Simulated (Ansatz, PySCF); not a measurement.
A series of gas-phase deprotonation energy values:

A. ClCCl [dichloromethane] → Cl[CH-]Cl + H+
B. CCl (CH3Cl) → [CH2-]Cl + H+
C. C (CH4) → [CH3-] + H+
D. O=CO → O=[C-]O + H+

Quantity: gas-phase deprotonation energy (enthalpy at 298 K, with B3LYP-D3(BJ) rigid-rotor harmonic-oscillator terms from PySCF), kcal/mol. Each molecule is optimised on its own at B3LYP-D3(BJ)/def2-TZVP (Ansatz, a quantum-chemistry and plane-wave program), one conformer each, not searched for the lowest. Valence correlation only, unless marked. Spin-orbit coupling is left out. Non-relativistic. CBS marks a two-point X^-3 extrapolation of the correlation energy; Hartree-Fock from the larger set. [CCSD(T)-MP2]/basis is that difference in the basis named. Anions need diffuse functions, which plain sets lack and def2-D sets hold few of.

|  | wB97M-V/def2-TZVPD (Ansatz) | B2PLYP-D3(BJ)/def2-TZVPD (Ansatz + dftd3) | CCSD/aug-cc-pV(D+d)Z (Ansatz) | RI-MP2/CBS(aug-cc-pV(T+d)Z,aug-cc-pV(Q+d)Z)+[CCSD(T)-MP2]/aug-cc-pV(T+d)Z (Ansatz) |
|---|---|---|---|---|
| A | 374.3 | 376.3 | 376.4 | 377.1 |
| B | 394.1 | 396.8 | 396.1 | 397.0 |
| C | 416.5 | 419.4 | 416.4 | 416.8 |
| D | 374.8 | 377.7 | 377.9 | 378.5 |
